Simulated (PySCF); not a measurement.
A structure optimised at PBE0-D3(BJ)/def2-TZVP, used in a PySCF frequency run:

```
As
As 1 2.0890
```

Q: Write its SMILES, formula and point group.

A: [As]#[As], As2, D∞h

Q: What are its rotational constants (standard atomic weights)?

A: 3.0915 GHz (linear rotor, B only)
